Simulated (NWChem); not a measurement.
System: C$_{5}$H$_{5}$F; SMILES C=CC=C=CF

```xyz
11

C     -0.2217     3.0074     0.1093
C     -0.3752     1.7193    -0.2259
C      0.4952     0.6553     0.2612
C      0.3725    -0.6206    -0.0478
C      0.2829    -1.8790    -0.3918
F     -0.4411    -2.7800     0.2797
H      0.5815     3.3295     0.7794
H     -0.8927     3.7798    -0.2732
H     -1.1866     1.4188    -0.8971
H      1.3091     0.9553     0.9372
H      0.7947    -2.3087    -1.2600
```
Atoms are numbered in this order, from 1.

Level: PBE0/def2-SVP (NWChem), optimised geometry, unscaled harmonic frequencies. 

List the harmonic frequencies with IR intensities, and the thermochemistry.


| frequency (cm⁻¹) | IR intensity (km/mol) |
|---|---|
| 100 | 0.7 |
| 130 | 0.6 |
| 224 | 1.0 |
| 319 | 2.1 |
| 381 | 7.0 |
| 510 | 12.8 |
| 655 | 19.3 |
| 672 | 8.5 |
| 832 | 8.7 |
| 919 | 6.2 |
| 920 | 3.4 |
| 952 | 46.1 |
| 1034 | 14.0 |
| 1060 | 78.3 |
| 1182 | 56.1 |
| 1211 | 85.1 |
| 1284 | 4.6 |
| 1309 | 5.8 |
| 1406 | 74.9 |
| 1490 | 50.1 |
| 1716 | 5.9 |
| 2093 | 72.9 |
| 3139 | 2.8 |
| 3167 | 3.1 |
| 3196 | 3.6 |
| 3201 | 4.1 |
| 3274 | 3.2 |

```
Item                                                                                Value
-----------------------------------------------------------------------  ----------------
zero-point energy                                                           52.0 kcal/mol
thermal correction to the enthalpy at 298.15 K (with zero-point energy)     56.5 kcal/mol
heat capacity Cv                                                         21.4 cal/(mol K)
entropy at 298.15 K and 1 atm (symmetry number 1)                        78.7 cal/(mol K)
dipole moment                                                                      1.75 D
```

Rigid rotor and harmonic oscillator.
